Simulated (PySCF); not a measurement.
**Charge-transfer reorganisation: `C=CC1=CS(=O)(=O)C=C1`, C$_{6}$H$_{6}$O$_{2}$S**

Molfile (atoms numbered from 1):
```
C6H6O2S
     RDKit          3D

 15 15  0  0  0  0  0  0  0  0999 V2000
    2.6270    0.5069   -0.1538 C   0  0  0  0  0  0  0  0  0  0  0  0
    1.6169   -0.2279   -0.6760 C   0  0  0  0  0  0  0  0  0  0  0  0
    0.2183   -0.1802   -0.2625 C   0  0  0  0  0  0  0  0  0  0  0  0
   -0.7619   -0.9562   -0.8055 C   0  0  0  0  0  0  0  0  0  0  0  0
   -2.3464   -0.6260   -0.0283 S   0  0  0  0  0  6  0  0  0  0  0  0
   -3.2770    0.0084   -0.9894 O   0  0  0  0  0  0  0  0  0  0  0  0
   -2.7908   -1.7974    0.7611 O   0  0  0  0  0  0  0  0  0  0  0  0
   -1.6139    0.6206    1.0568 C   0  0  0  0  0  0  0  0  0  0  0  0
   -0.2939    0.7256    0.8097 C   0  0  0  0  0  0  0  0  0  0  0  0
    2.4757    1.2366    0.6608 H   0  0  0  0  0  0  0  0  0  0  0  0
    3.6572    0.3959   -0.5326 H   0  0  0  0  0  0  0  0  0  0  0  0
    1.8440   -0.9416   -1.4886 H   0  0  0  0  0  0  0  0  0  0  0  0
   -0.6932   -1.7105   -1.6023 H   0  0  0  0  0  0  0  0  0  0  0  0
   -2.2457    1.1568    1.7794 H   0  0  0  0  0  0  0  0  0  0  0  0
    0.3708    1.4202    1.3463 H   0  0  0  0  0  0  0  0  0  0  0  0
  1  2  2  0
  2  3  1  0
  3  4  2  0
  4  5  1  0
  5  6  2  0
  5  7  2  0
  5  8  1  0
  8  9  2  0
  9  3  1  0
  1 10  1  0
  1 11  1  0
  2 12  1  0
  4 13  1  0
  8 14  1  0
  9 15  1  0
M  END
```

Method used: UKS PBE/def2-SV(P) four-point reorganisation energy, gas phase in PySCF 2.14.0. Geometry: PBE/def2-SV(P).

**Question.** What is the inner reorganisation energy for hole transfer, with the ionisation energy?

**Answer.** λ = 0.095 (surface of the oxidised species) + 0.104 (surface of the starting species) = 0.199 eV. The ionisation energy is 8.71 eV vertical and 8.61 eV adiabatic without zero-point energy; at the relaxed geometry of the oxidised species the two energies differ by 8.51 eV. Largest bond changes: C3–C4 1.363 → 1.408 Å, C9–C3 1.494 → 1.469 Å, C2–C3 1.459 → 1.439 Å, C1–C2 1.354 → 1.374 Å, C8–C9 1.347 → 1.365 Å. ⟨S²⟩ of the relaxed oxidised species 0.756.

**Question.** What is the inner reorganisation energy for electron transfer, with the electron affinity?

**Answer.** λ = 0.247 (surface of the reduced species) + 0.223 (surface of the starting species) = 0.470 eV. The electron affinity is 0.78 eV vertical and 1.02 eV adiabatic without zero-point energy; at the relaxed geometry of the reduced species the two energies differ by 1.25 eV. Largest bond changes: C3–C4 1.363 → 1.416 Å, C4–S5 1.796 → 1.752 Å, C9–C3 1.494 → 1.454 Å, C8–C9 1.347 → 1.378 Å, S5–C8 1.808 → 1.779 Å. ⟨S²⟩ of the relaxed reduced species 0.753.

The highest occupied orbital of the reduced species is unbound in this basis, so its energies are rough.
